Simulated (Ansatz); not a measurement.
Mulliken charges of CH2FI, SMILES `FCI` from r2SCAN/def2-TZVPP in Ansatz (PBE0-D4/def2-TZVP geometry).

```tsv
atom	x (Å)	y (Å)	z (Å)	charge (e)
F1	1.196	0.711	-0.176	-0.189
C2	0.161	-0.114	0.103	0.041
I3	-1.632	0.548	-0.864	-0.083
H4	0.368	-1.112	-0.277	0.116
H5	-0.043	-0.106	1.172	0.116
```

Question: By hand: the dipole of these point charges (1 e Å = 4.8032 D).

Answer: Σ q r = (-0.046, -0.326, 0.213) e Å, of length 0.392 e Å = 1.88 D.

Question: How does the dipole of the full density compare? (Best estimate.)

Answer: The calculation gave: (0.035, -0.271, 0.198) e Å, 1.62 D; the point charges give 1.16 times that, at 13° from its direction.

Point charges leave out the atoms' own dipoles, such as those of lone pairs, and Mulliken's split depends on the basis, so the two needn't agree.
